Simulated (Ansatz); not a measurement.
AlF₂ (SMILES [F][Al+][F]), charge +1, singlet, geometry from GFN2-xTB (such geometries of metal compounds can be far from the true shape); CCSD/cc-pVTZ (Ansatz, a quantum-chemistry and plane-wave program).

Here is a job for Ansatz.
Ansatz 0.2 input:
```yaml
crystal:
  periodic: [false, false, false]
  atoms:
    - {symbol: Al, position_ang: [0.00000000, 0.00000000, 0.00000000]}
    - {symbol: F, position_ang: [0.00000000, 0.00000000, 1.61313589]}
    - {symbol: F, position_ang: [-0.00000000, -0.00000000, -1.61313589]}
basis:
  gaussian:
    orbitals: cc-pVTZ
    fitting: {mean_field: cc-pVTZ-JKFIT, correlation: cc-pVTZ-RIFIT}
total_charge: 1
magnetization: {spin_polarized: false}
correlation: {method: ccsd}
```

Question: Predict the main parts of the log of this Ansatz run.

Answer: 
```
Functional definition: HF
279 factors; integrals over basis functions are off by at most 8.4e-1 eV
284 factors; integrals over basis functions are off by at most 5.2e-1 eV
mean field evaluation 1: about -11983.3495 eV, gradient 7.9e1 eV
mean field evaluation 2: about -11987.2378 eV, gradient 6.2e1 eV
mean field evaluation 4: about -11991.9149 eV, gradient 3.0e-1 eV
mean field evaluation 8: about -11983.3495 eV, gradient 7.9e1 eV
mean field -11991.91527456 eV, -440.6947579279 hartree, gradient 1.0e-6 eV, S^2 0.000000; 0 other end points of the search recorded, 0 dependent functions left out
7 core orbitals not correlated
reference -11991.91527456 eV, -440.6947579279 hartree; 8, 8 occupied and 79, 79 virtual orbitals, 284 factors
second order -15.28585901 eV of doubles, -0.00000000 eV of singles
cycle   1  -14.78645166 eV  change    5.0e-1 eV  update   9.4e-2
cycle   2  -15.09984768 eV  change   -3.1e-1 eV  update   3.1e-2
cycle   3  -15.18651289 eV  change   -8.7e-2 eV  update   1.5e-2
cycle   4  -15.17226084 eV  change    1.4e-2 eV  update   3.7e-3
cycle   5  -15.16718876 eV  change    5.1e-3 eV  update   1.1e-3
cycle   6  -15.16775711 eV  change   -5.7e-4 eV  update   3.9e-4
cycle   7  -15.16769834 eV  change    5.9e-5 eV  update   9.9e-5
cycle   8  -15.16762553 eV  change    7.3e-5 eV  update   3.5e-5
cycle   9  -15.16763938 eV  change   -1.4e-5 eV  update   1.2e-5
Total energy: -12007.08291394 eV, -441.2521583941 hartree
```
